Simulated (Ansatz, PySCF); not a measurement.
chloro(silylmethyl)silane (CH7ClSi2), SMILES Cl[SiH2]C[SiH3]. Atoms are numbered in the order given.

```xyz
11

Si    -2.0902    -0.1251    -0.2267
C     -0.5246    -1.1133    -0.5995
Si     0.9706    -0.6584     0.4203
Cl     1.2379     1.4006     0.3642
H     -1.9672     1.2681    -0.7437
H     -2.3254    -0.0806     1.2491
H     -3.2680    -0.7782    -0.8761
H     -0.2830    -1.0036    -1.6703
H     -0.7305    -2.1843    -0.4228
H      0.7722    -1.0487     1.8449
H      2.2155    -1.2880    -0.1049
```

The structure is a stationary point at PBE0-D3(BJ)/def2-SVP. The values are those of a single conformer.

Two levels are set side by side: PBE-D3(BJ)/def2-SVP (Ansatz, an electronic-structure program) and PBE0-D3(BJ)/def2-SVP (Ansatz). Each level has its own optimised geometry; the coordinates shown are those of the second. Frequencies come from the Hessian of PySCF at each geometry. Differences are taken from unrounded values.

```
quantity                            PBE0-D3(BJ)  PBE-D3(BJ)  PBE-D3(BJ) minus PBE0-D3(BJ)
----------------------------------  -----------  ----------  ----------------------------
mean bond length (Å)                      1.550       1.561                         0.011
bond Si1–C2 (Å)                           1.889       1.900                         0.012
bond C2–Si3 (Å)                           1.866       1.879                         0.012
bond Si3–Cl4 (Å)                          2.077       2.090                         0.013
bond Si1–H5 (Å)                           1.491       1.501                         0.010
bond Si1–H6 (Å)                           1.495       1.505                         0.010
bond Si1–H7 (Å)                           1.495       1.505                         0.010
bond C2–H8 (Å)                            1.103       1.111                         0.008
bond C2–H9 (Å)                            1.105       1.113                         0.008
bond Si3–H10 (Å)                          1.490       1.502                         0.011
bond Si3–H11 (Å)                          1.491       1.502                         0.012
highest harmonic wavenumber (cm⁻¹)         3137        3051                           -86
mean harmonic wavenumber (cm⁻¹)            1154        1118                           -37
zero-point energy (kcal/mol)              44.55       43.14                         -1.41
```

Exact exchange shortens and stiffens bonds; PBE has none. Differences between two approximate levels are no errors against the true value.
